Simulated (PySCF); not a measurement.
## Worked example: entropy of an ideal gas

Ge(H)2(OH)2 (GeH4O2), SMILES [OH][GeH2][OH].

Geometry optimised at PBE0-D3(BJ)/def2-TZVP. Other conformers were not sampled.

PySCF 2.14.0 with PBE0-D3(BJ)/def2-TZVP gives the harmonic wavenumbers 210, 236, 319, 544, 669, 713, 716, 806, 861, 929, 944, 2181, 2188, 3893, 3895 cm⁻¹ and the rotational temperatures 0.7261, 0.3156, 0.2398 K. The molar mass is 108.66 g/mol, the symmetry number 2, the spin multiplicity 1.

Work out the entropy at 298.15 K and 1 atm in the rigid-rotor, harmonic-oscillator model.


Translation (Sackur–Tetrode at 1 atm): S = R[1.5 ln M + 2.5 ln T − 1.16487] = 167.2 J/(mol K).
Rotation: q = (√π/σ) T^1.5/√(θA θB θC) = 19500, S = R[ln q + 3/2] = 94.6 J/(mol K).
Vibration: with u = 1.4388 ν/T, each mode gives R[u/(e^u − 1) − ln(1 − e^−u)]:
| ν (cm⁻¹) | modes | u | S (J/(mol K)) |
|---|---|---|---|
| 210 | 1 | 1.01 | 8.55 |
| 236 | 1 | 1.14 | 7.67 |
| 319 | 1 | 1.54 | 5.50 |
| 544 | 1 | 2.63 | 2.33 |
| 669 | 1 | 3.23 | 1.44 |
| 713 | 1 | 3.44 | 1.22 |
| 716 | 1 | 3.46 | 1.20 |
| 806 | 1 | 3.89 | 0.85 |
| 861 | 1 | 4.15 | 0.68 |
| 929 | 1 | 4.48 | 0.52 |
| 944 | 1 | 4.56 | 0.49 |
The stiffer modes add less than 0.005 each. Sum 30.5 J/(mol K).
Spin: R ln 1 = 0.0 J/(mol K).
Total 292.3 J/(mol K); the program's own thermochemistry gives 292.3. Translation makes up 57 % and vibration 10 %. Anharmonicity, hindered rotation and orbital degeneracy are left out.
